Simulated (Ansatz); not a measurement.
## Ligand exchange: C2H3N + Sn(CH3)(SH) → C2H2S + Sn(CH3)(NH2)

Species: C2H3N `C#CN`, singlet; Sn(CH3)(SH), singlet; C2H2S (ethynethiol) `C#CS`, singlet; Sn(CH3)(NH2), singlet. The partners trade NH2 for SH: C–NH2 and Sn–SH bonds give way to C–SH and Sn–NH2.

Shapes, held fixed at every level: PBE0-D4/def2-TZVP. Flexible molecules stand in one conformer, not always the lowest. Programs: Ansatz 0.2.0. The zero-point and thermal change to 298 K, harmonic and unscaled (PBE0-D4/def2-TZVP), is -3.4 kJ/mol.

(1) Estimate ΔH(298 K) of this reaction.

Answers

(1) The highest level, CCSD(T)/def2-TZVPP, gives ΔH(298 K) = +37.9 kJ/mol; the levels span +37.9 to +58.3. The column of differences is taken from that level and isn't an error. No measured value is set beside it here. For atoms past krypton def2 sets carry core potentials with scalar relativity. Outer-core shells of Sn are correlated in most correlated rows, in sets that cover them unevenly. CCSD(T)/def2-TZVPP lies outside the range of all other levels here, so it shouldn't be taken on trust. Times are processor times on shared x86 and Arm servers, and rough.

```tsv
level	kind	ΔH(298 K) (kJ/mol)	less CCSD(T)/def2-TZVPP	CPU time (sum over the molecules)
HF/def2-TZVPP	Hartree–Fock	+58.3	+20.4	–
BHLYP-D4/def2-TZVPP	global hybrid	+55.0	+17.1	13 s
wB97X-V/def2-TZVPP	range-separated hybrid	+45.9	+8.0	34 s
B2PLYP/def2-TZVPP	double hybrid	+42.6	+4.7	22 s
CCSD(T)/def2-SVP	coupled cluster or CI	+51.8	+13.9	12 s
CCSD/def2-SVP	coupled cluster or CI	+55.0	+17.1	–
CCSD(T)/def2-TZVPP	coupled cluster or CI	+37.9	0.0	2.5 min
```
